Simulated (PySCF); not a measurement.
Precursor series Cd NH2-H. Isolated molecules, 0 K electronic values unless said otherwise. One relaxed conformer stands for each flexible species; it need not be the lowest.

The charge on the central atom (Mulliken) from two functionals at the same geometries (r2SCAN-D4/def2-SVP), both in PySCF: PBE-D3(BJ)/def2-TZVP and TPSSh-D3(BJ)/def2-TZVP. 

| species | TPSSh-D3(BJ)/def2-TZVP (e) |
|---|---|
| 0 of 2 NH2 replaced by H ([Cd(NH2)2]) | 0.75 |
| 1 of 2 NH2 replaced by H ([Cd(NH2)(H)]) | 0.54 |
| 2 of 2 NH2 replaced by H ([Cd(H)2]) | 0.31 |

Q: What does PBE-D3(BJ)/def2-TZVP give for each?

A: 
- 0 of 2 NH2 replaced by H ([Cd(NH2)2]): 0.67
- 1 of 2 NH2 replaced by H ([Cd(NH2)(H)]): 0.47
- 2 of 2 NH2 replaced by H ([Cd(H)2]): 0.25
Over these rows, drawn at random from the members with no instability flagged (it was tested for open shells, ions and some series alone), PBE minus TPSSh-D3(BJ): mean -0.07 e, from -0.07 e to -0.06 e.
